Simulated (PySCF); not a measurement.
silanone (H2OSi), singlet, geometry from GFN2-xTB. Base run: MP2/6-311G** run with PySCF.

Here is a job for PySCF.
```python
from pyscf import gto, scf, mp

mol = gto.M(
    atom='''
Si    0.06685327   -0.42675674    0.00274181
O    -0.16591088    1.05908930   -0.00680439
H    -0.98465592   -1.43401683   -0.00031696
H     1.37599714   -1.06410322    0.01636676
''',
    basis='6-311g**',
    verbose=4,
)

mf = scf.RHF(mol)
mf.kernel()

pt = mp.MP2(mf, frozen=6)
pt.kernel()
print('E(MP2) = %.10f' % pt.e_tot)
```

Variants of this job, named by their change:

```json
[
 {"change": "base", "basis functions": "56", "E (Eh)": "-365.26180", "MP2 correlation (Eh)": "-0.30375", "SCF-reference HOMO (eV)": "-12.02", "SCF-reference HOMO-LUMO gap (eV)": "13.24", "SCF-reference dipole (D)": "4.28"},
 {"change": "basis = pcseg-0", "basis functions": "___", "E (Eh)": "___", "MP2 correlation (Eh)": "___", "SCF-reference HOMO (eV)": "___", "SCF-reference HOMO-LUMO gap (eV)": "___", "SCF-reference dipole (D)": "___"},
 {"change": "basis = def2-SV(P)", "basis functions": "36", "E (Eh)": "___", "MP2 correlation (Eh)": "___", "SCF-reference HOMO (eV)": "-12.02", "SCF-reference HOMO-LUMO gap (eV)": "___", "SCF-reference dipole (D)": "___"},
 {"change": "basis = 6-31G*", "basis functions": "36", "E (Eh)": "-365.17697", "MP2 correlation (Eh)": "-0.26460", "SCF-reference HOMO (eV)": "-11.95", "SCF-reference HOMO-LUMO gap (eV)": "13.42", "SCF-reference dipole (D)": "4.16"},
 {"change": "basis = cc-pVDZ", "basis functions": "42", "E (Eh)": "___", "MP2 correlation (Eh)": "___", "SCF-reference HOMO (eV)": "___", "SCF-reference HOMO-LUMO gap (eV)": "___", "SCF-reference dipole (D)": "___"},
 {"change": "basis = pcseg-1", "basis functions": "42", "E (Eh)": "-365.17301", "MP2 correlation (Eh)": "-0.28414", "SCF-reference HOMO (eV)": "-12.11", "SCF-reference HOMO-LUMO gap (eV)": "13.25", "SCF-reference dipole (D)": "4.42"},
 {"change": "basis = 6-31G**", "basis functions": "42", "E (Eh)": "-365.19341", "MP2 correlation (Eh)": "-0.27777", "SCF-reference HOMO (eV)": "-11.94", "SCF-reference HOMO-LUMO gap (eV)": "13.40", "SCF-reference dipole (D)": "4.17"},
 {"change": "basis = cc-pV(D+d)Z", "basis functions": "47", "E (Eh)": "-365.22915", "MP2 correlation (Eh)": "-0.28838", "SCF-reference HOMO (eV)": "-11.97", "SCF-reference HOMO-LUMO gap (eV)": "13.43", "SCF-reference dipole (D)": "4.09"},
 {"change": "basis = def2-SVPD", "basis functions": "63", "E (Eh)": "-365.08746", "MP2 correlation (Eh)": "-0.30076", "SCF-reference HOMO (eV)": "-12.18", "SCF-reference HOMO-LUMO gap (eV)": "13.15", "SCF-reference dipole (D)": "4.45"},
 {"change": "basis = aug-cc-pVDZ", "basis functions": "___", "E (Eh)": "___", "MP2 correlation (Eh)": "___", "SCF-reference HOMO (eV)": "___", "SCF-reference HOMO-LUMO gap (eV)": "___", "SCF-reference dipole (D)": "___"},
 {"change": "basis = 6-311+G(2d,p)", "basis functions": "74", "E (Eh)": "-365.30035", "MP2 correlation (Eh)": "-0.32582", "SCF-reference HOMO (eV)": "-12.14", "SCF-reference HOMO-LUMO gap (eV)": "12.73", "SCF-reference dipole (D)": "4.43"},
 {"change": "basis = def2-TZVP", "basis functions": "80", "E (Eh)": "-365.33844", "MP2 correlation (Eh)": "-0.35248", "SCF-reference HOMO (eV)": "-12.11", "SCF-reference HOMO-LUMO gap (eV)": "13.12", "SCF-reference dipole (D)": "4.33"},
 {"change": "basis = pcseg-2", "basis functions": "92", "E (Eh)": "-365.33307", "MP2 correlation (Eh)": "-0.35276", "SCF-reference HOMO (eV)": "-12.13", "SCF-reference HOMO-LUMO gap (eV)": "13.02", "SCF-reference dipole (D)": "4.43"}
]
```

### Question
Some entries are withheld; supply them.

### Answer

- basis = pcseg-0, basis functions: 26
- basis = pcseg-0, E (Eh): -364.48101
- basis = pcseg-0, MP2 correlation (Eh): -0.20069
- basis = pcseg-0, SCF-reference HOMO (eV): -11.93
- basis = pcseg-0, SCF-reference HOMO-LUMO gap (eV): 13.36
- basis = pcseg-0, SCF-reference dipole (D): 4.05
- basis = def2-SV(P), E (Eh): -365.04127
- basis = def2-SV(P), MP2 correlation (Eh): -0.27151
- basis = def2-SV(P), SCF-reference HOMO-LUMO gap (eV): 13.56
- basis = def2-SV(P), SCF-reference dipole (D): 4.10
- basis = cc-pVDZ, E (Eh): -365.21414
- basis = cc-pVDZ, MP2 correlation (Eh): -0.28888
- basis = cc-pVDZ, SCF-reference HOMO (eV): -11.92
- basis = cc-pVDZ, SCF-reference HOMO-LUMO gap (eV): 13.39
- basis = cc-pVDZ, SCF-reference dipole (D): 4.08
- basis = aug-cc-pVDZ, basis functions: 68
- basis = aug-cc-pVDZ, E (Eh): -365.24391
- basis = aug-cc-pVDZ, MP2 correlation (Eh): -0.30610
- basis = aug-cc-pVDZ, SCF-reference HOMO (eV): -12.07
- basis = aug-cc-pVDZ, SCF-reference HOMO-LUMO gap (eV): 12.56
- basis = aug-cc-pVDZ, SCF-reference dipole (D): 4.36

Totals compare only among sets that treat the same electrons; sets with core potentials leave the core out.
